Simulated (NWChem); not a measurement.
# CH₄ClNTi; SMILES [CH3][Ti](=[NH])[Cl]

Question: Give the equilibrium geometry at PBE0/def2-SVP (NWChem) as a list of bonds and angles, with the point group.

Answer: point group C1; any orientation.
Bonded distances (Å): Ti1–N2 1.643, Ti1–Cl4 2.239, Ti1–C5 2.075, N2–H3 1.020, C5–H6 1.106, C5–H7 1.103, C5–H8 1.104. Angles (°): N2–Ti1–Cl4 117.8, N2–Ti1–C5 105.8, Cl4–Ti1–C5 115.8, Ti1–N2–H3 168.5, Ti1–C5–H6 110.0, Ti1–C5–H7 113.0, Ti1–C5–H8 108.4, H6–C5–H7 109.8, H6–C5–H8 108.2, H7–C5–H8 107.3.
